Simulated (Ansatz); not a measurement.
Basis sets compared for Sn(GeH3)H3 (SnGeH₆). The state is a singlet with charge 0. Geometry r2SCAN-D4/def2-TZVP. Ansatz on 2 threads of Intel Xeon on a shared host; times are rough, and most runs start from earlier orbitals.

```xyz
8

Sn   -0.903   -0.313    0.843
Ge    0.934    0.323   -0.872
H     2.161   -0.586   -0.718
H     1.384    1.775   -0.665
H     0.408    0.182   -2.306
H    -0.287   -0.249    2.433
H    -1.473   -1.894    0.550
H    -2.224    0.763    0.736
```

In the def2 sets Sn takes a core potential; there is no spin–orbit coupling.

Binding counts from free atoms (Sn triplet, Ge triplet, H doublet) in the same basis, without a counterpoise term.

```
            level  functions  energy (Eh)  HOMO (eV)  LUMO (eV)  binding per atom (eV)  wall time
  PBE-D4/def2-SVP         88   -2294.2800      -6.88      -0.72                   2.39      2.4 s
 PBE-D4/def2-TZVP        134   -2294.5550      -6.92      -0.98                   2.40      4.7 s
 PBE0-D4/def2-SVP         88   -2294.3567      -7.93       0.15                   2.40      4.2 s
PBE0-D4/def2-TZVP        134   -2294.6285      -7.95      -0.15                   2.41        6 s
```

Task: Estimate the rows for PBE0-D4/def2-QZVPP.

Result: 
| level | functions | energy (Eh) | HOMO (eV) | LUMO (eV) | binding per atom (eV) | wall time |
| --- | --- | --- | --- | --- | --- | --- |
| PBE0-D4/def2-QZVPP | 351 | -2294.6771 | -7.95 | -0.33 | 2.41 | 20 s |
